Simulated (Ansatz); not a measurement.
Basis-set extrapolation for BH₉SSi₃ (`BS[SiH2][SiH2][SiH3]`) (PBE0-D4/def2-TZVP geometry, frozen core, Ansatz 0.2.0). Multiplicity 1, RHF reference.

```json
{"": "HF", "def2-TZVPP": "-1294.336247", "def2-QZVPP": "-1294.375164"}
{"": "MP2 correlation", "def2-TZVPP": "-0.659113", "def2-QZVPP": "-0.709119"}
{"": "CCSD(T) correlation", "def2-TZVPP": "-0.778836", "def2-QZVPP": "not run"}
```

Energies in hartree. Use E(X) = E(∞) + A·exp(−7.88·√X) for Hartree–Fock and E(X) = E(∞) + B·X^(−2.97) for correlation, with X = 3 and 4, and add CCSD(T) minus MP2 of the smaller set to the MP2 limit.

Q: What is the CCSD(T) energy at the basis-set limit?

A: HF limit: -1294.375164 + (-0.038917) × 0.13774 = -1294.38052. MP2 limit: -0.709119 + (-0.050006) × 0.74074 = -0.74616. Higher-order term: -0.778836 − (-0.659113) = -0.11972. Total: -1295.24640 hartree, 344.8 kJ/mol below CCSD(T)/def2-TZVPP.
